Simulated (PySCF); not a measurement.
PySCF 2.14 output of an unrestricted LDA calculation on a single atom or ion in x2c-TZVPPall with one added diffuse shell each of s, p, d type (6s6p4d1f, 51 functions), with scalar relativity by spin-free X2C-1e:

```
SCF conv_tol = 1e-09
number electrons alpha = 7  beta = 5
    P. A. M. Dirac.,  Math. Proc. Cambridge Philos. Soc. 26, 376 (1930)
    F. Bloch.,  Z. Phys. 57, 545 (1929)
    S. H. Vosko, L. Wilk, and M. Nusair.,  Can. J. Phys. 58, 1200 (1980)
cycle= 1 E= -241.349042142419  delta_E= -0.01  |g|= 0.0407  |ddm|= 0.142
cycle= 2 E= -241.349156815463  delta_E= -0.000115  |g|= 0.0271  |ddm|= 0.0224
cycle= 3 E= -241.349235171382  delta_E= -7.84e-05  |g|= 0.000309  |ddm|= 0.00824
cycle= 4 E= -241.34923518371  delta_E= -1.23e-08  |g|= 5.4e-06  |ddm|= 0.000111
cycle= 5 E= -241.349235183718  delta_E= -8.24e-12  |g|= 1.17e-07  |ddm|= 1.17e-05
converged SCF energy = -241.349235183718  <S^2> = 2.0000475  2S+1 = 3.0000317
```

The run itself started from symmetry-adapted Hartree-Fock orbitals and held the occupation by maximum overlap, on a logarithmic radial grid, so the iterations belong to that start.

Task: Which element, charge and spin multiplicity is this?

Result: Al⁺ (aluminium, charge +1), multiplicity 3; the state was [Ne] 3s1 3p1, high-spin 3P determinant (an excited configuration).
